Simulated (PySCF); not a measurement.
Gallium: a sound run and one with changed settings

Sound run: Ga(2+) [Ar] 3d10 4s1, Ga(3+) [Ar] 3d10. All numbers are calculated (PySCF 2.14, scalar relativity through the core potential, in cc-pVDZ-PP with ECP10MDF). The sound run starts from symmetry-adapted Hartree-Fock orbitals and uses a fine grid where one is needed.

Changed run: radial step 1.2 in ln r (0.13 in the sound run). This setting is unsound on purpose.

```
species  method  sound run (hartree)  changed run (hartree)  converged
 Ga(2+)     UHF           -257.39861             -257.39861        yes
 Ga(2+)    PBE0           -258.43439             -261.77265        yes
 Ga(2+)    BP86           -258.58828             -262.96365        yes
 Ga(3+)     UHF           -256.30771             -256.30771        yes
 Ga(3+)    PBE0           -257.29110             -260.45662        yes
 Ga(3+)    BP86           -257.43089             -261.57327        yes
```

Ionisation energy of Ga(2+):

```tsv
method	sound run (eV)	changed run (eV)
UHF	29.685	29.685
PBE0	31.110	35.811
BP86	31.494	37.834
```

A coarse radial grid mis-integrates the density and the exchange-correlation energy, with errors of either sign; Hartree-Fock needs no grid.

For comparison, NIST gives 30.726 eV between the lowest levels.
